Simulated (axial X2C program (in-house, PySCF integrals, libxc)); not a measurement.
# Worked dissociation energy of HI⁻: PBE0, 2c

Computed with an in-house relativistic program for diatomic molecules. Two-component (2c) means X2C with spin–orbit coupling and atomic mean-field two-electron Coulomb and Gaunt terms. Basis: I dyall-acv3z [12s13p9d5f1g], H dyall-av3z [7s3p2d] (cores contracted in-house); Gaussian nuclei, density fitting, unrestricted open shells. Masses: I 126.904 u, H 1.008 u.

Molecular state: Ω = 1/2 (⟨Sz⟩ = 0.50, ⟨Lz⟩ = 0.00 at PBE0).

* E(I-) (2M_J = 0): -7112.466196 hartree
* E(H) (2M_J = 1): -0.501327 hartree
* E(HI⁻) at Re: -7112.977417 hartree
* ωe: 531.8 cm⁻¹
* ωexe: 29.5 cm⁻¹

(1) Work out De and D0.

The state is one determinant whose occupation by symmetry is held fixed; it was picked as the lowest of a PBE0 search that is not exhaustive. De is counted from the lowest determinant-based energies of the atoms at the same level, without counterpoise correction. Density functionals use the spin component along the axis (collinear). The highest occupied level of some functionals is positive through self-interaction error; at Hartree–Fock it is bound.

The levels of this run spread widely (ωe from 325 to 536 cm⁻¹), so these constants depend on the method. The bond is weak, and without diffuse functions and with truncated virtuals even CCSD(T) can be tens of per cent off in De.

Each atomic determinant is the lowest at this level and need not be a pure J level. Totals compare only within one Hamiltonian and basis.

Answers

(1) De = -7112.466196 + (-0.501327) − (-7112.977417) = 0.00989 hartree = 0.269 eV. The zero-point energy is ωe/2 − ωexe/4 = 259 cm⁻¹ = 0.032 eV, so D0 = 0.237 eV.
